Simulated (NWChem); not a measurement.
All runs are NWChem calculations. System: BrCl₃Si, charge 0, spin multiplicity 1, at a geometry optimised with PBE0/def2-SVP. The structure started from a generated list of species. Level: B3LYP/def2-TZVP, VWN1-RPA local correlation.

Output (cleaned and shortened):

```
             Northwest Computational Chemistry Package (NWChem) 7.3.0
             --------------------------------------------------------

                                NWChem Input Module
                                -------------------

 Scaling coordinates for geometry "geometry" by  1.889725989
 (inverse scale =  0.529177249)

 Turning off AUTOSYM since
 SYMMETRY directive was detected!

                             Geometry "geometry" -> ""
                             -------------------------

 Output coordinates in angstroms (scale by  1.889725989 to convert to a.u.)

  No.       Tag          Charge          X              Y              Z
 ---- ---------------- ---------- -------------- -------------- --------------
    1 Cl                  17.0000     1.23302900    -0.78828300     1.66185400
    2 Si                  14.0000     0.41235800     0.06070600     0.00000000
    3 Cl                  17.0000     1.23302900    -0.78828300    -1.66185400
    4 Cl                  17.0000     0.81374300     2.05943600     0.00000000
    5 Br                  35.0000    -1.75798900    -0.25881900     0.00000000

 Effective nuclear repulsion energy (a.u.)     714.3829051548

            Nuclear Dipole moment (a.u.)
            ----------------------------
        X                 Y               Z
 ---------------- ---------------- ----------------
     0.0000264562     0.0000170075     0.0000000000

      Symmetry information
      --------------------

 Group name             Cs
 Group number              2
 Group order               2
 No. of unique centers     4

      Symmetry unique atoms

     1    2    4    5


 Summary of "ao basis" -> "" (spherical)
 ------------------------------------------------------------------------------
       Tag                 Description            Shells   Functions and Types
 ---------------- ------------------------------  ------  ---------------------
 *                         def2-tzvp                  on all atoms

                                 NWChem DFT Module
                                 -----------------

 Summary of "ao basis" -> "ao basis" (spherical)
 ------------------------------------------------------------------------------
       Tag                 Description            Shells   Functions and Types
 ---------------- ------------------------------  ------  ---------------------
 Cl                        def2-tzvp                13       37   5s5p2d1f
[...]
    12      0.096336  1 Cl px                86     -0.096336  3 Cl px

 Vector   50  Occ=2.000000D+00  E=-3.230013D-01  Symmetry=a'
              MO Center= -9.9D-01,  5.4D-02, -3.0D-09, r^2= 4.0D+00
   Bfn.  Coefficient  Atom+Function         Bfn.  Coefficient  Atom+Function
  ----- ------------  ---------------      ----- ------------  ---------------
   165      0.448784  5 Br py               159     -0.312463  5 Br py
   162      0.287568  5 Br py               168      0.262866  5 Br py
   126      0.232011  4 Cl px               129      0.156437  4 Cl px
   123      0.112655  4 Cl px                15     -0.103272  1 Cl px
    89     -0.103272  3 Cl px               156      0.095196  5 Br py

 Vector   51  Occ=0.000000D+00  E=-4.968607D-02  Symmetry=a'
              MO Center=  2.0D-02,  2.9D-03, -4.2D-14, r^2= 5.3D+00
   Bfn.  Coefficient  Atom+Function         Bfn.  Coefficient  Atom+Function
  ----- ------------  ---------------      ----- ------------  ---------------
    42      0.942493  2 Si s                 41      0.801839  2 Si s
   167     -0.402641  5 Br px                40     -0.363869  2 Si s
   130      0.299077  4 Cl py               154     -0.267048  5 Br s
    20      0.244604  1 Cl pz                94     -0.244604  3 Cl pz
     5     -0.238855  1 Cl s                 79     -0.238855  3 Cl s

 Vector   52  Occ=0.000000D+00  E= 7.743395D-03  Symmetry=a"
              MO Center=  2.2D-01,  1.6D-01,  7.8D-14, r^2= 4.4D+00
   Bfn.  Coefficient  Atom+Function         Bfn.  Coefficient  Atom+Function
  ----- ------------  ---------------      ----- ------------  ---------------
    57      0.715706  2 Si pz                54      0.520763  2 Si pz
   131     -0.277261  4 Cl pz               169     -0.278121  5 Br pz
     5     -0.274801  1 Cl s                 79      0.274801  3 Cl s
    19     -0.190746  1 Cl py                93      0.190746  3 Cl py
    64      0.185174  2 Si d -1              18      0.180671  1 Cl px

 Vector   53  Occ=0.000000D+00  E= 7.744676D-03  Symmetry=a'
              MO Center=  2.5D-01, -8.7D-02, -9.1D-15, r^2= 4.4D+00
   Bfn.  Coefficient  Atom+Function         Bfn.  Coefficient  Atom+Function
  ----- ------------  ---------------      ----- ------------  ---------------
    56      0.708066  2 Si py                53      0.515166  2 Si py
   116     -0.317293  4 Cl s                168     -0.275167  5 Br py
   130      0.242357  4 Cl py                20     -0.215051  1 Cl pz
    94      0.215051  3 Cl pz                65      0.180657  2 Si d  0
    19     -0.164153  1 Cl py                93     -0.164153  3 Cl py

------------------------------------------------------------
EAF file 0: "./mol.aoints.0" size=524288 bytes
------------------------------------------------------------
               write      read    awrite     aread      wait
               -----      ----    ------     -----      ----
     calls:        1         6         0         0         0
   data(b): 5.24e+05  3.15e+06  0.00e+00  0.00e+00
   time(s): 0.00e+00  0.00e+00  0.00e+00  0.00e+00  0.00e+00
rate(mb/s): 0.00e+00  0.00e+00
------------------------------------------------------------

 center of mass
 --------------
 x =  -0.12667690 y =  -0.01864979 z =   0.00000000

 moments of inertia (a.u.)
 ------------------
        1393.993437372342         -98.370288165500           0.000000000000
         -98.370288165500        2047.727044545963           0.000000000000
           0.000000000000           0.000000000000        2062.210820106605

     Multipole analysis of the density
     ---------------------------------

     L   x y z        total         alpha         beta         nuclear
     -   - - -        -----         -----         ----         -------
     0   0 0 0     -0.000000    -50.000000    -50.000000    100.000000

     1   1 0 0     -0.065126     -0.032576     -0.032576      0.000026
     1   0 1 0     -0.009328     -0.004673     -0.004673      0.000017
     1   0 0 1     -0.000000     -0.000000     -0.000000      0.000000

     2   2 0 0    -50.226534   -334.899904   -334.899904    619.573273
     2   1 1 0      0.088130    -20.878427    -20.878427     41.844983
     2   1 0 1      0.000000      0.000000      0.000000      0.000000
     2   0 2 0    -50.807597   -196.145514   -196.145514    341.483430
     2   0 1 1     -0.000000     -0.000000     -0.000000      0.000000
     2   0 0 2    -50.822091   -193.072151   -193.072151    335.322212

 Task  times  cpu:       29.5s     wall:       29.5s

 Total times  cpu:       29.5s     wall:       29.5s
```

Q: Write an NWChem input that would produce this output.

A: This is not unique; one that fits is 
```
start mol
memory heap 200 mb stack 800 mb global 1000 mb
geometry units angstroms nocenter noautoz
  Cl     1.233029    -0.788283     1.661854
  Si     0.412358     0.060706     0.000000
  Cl     1.233029    -0.788283    -1.661854
  Cl     0.813743     2.059436     0.000000
  Br    -1.757989    -0.258819     0.000000
  symmetry group Cs
end
basis spherical
  * library def2-tzvp
end
dft
  xc b3lyp
  semidirect memsize 60000000 filesize 0
  iterations 100
end
task dft energy
```
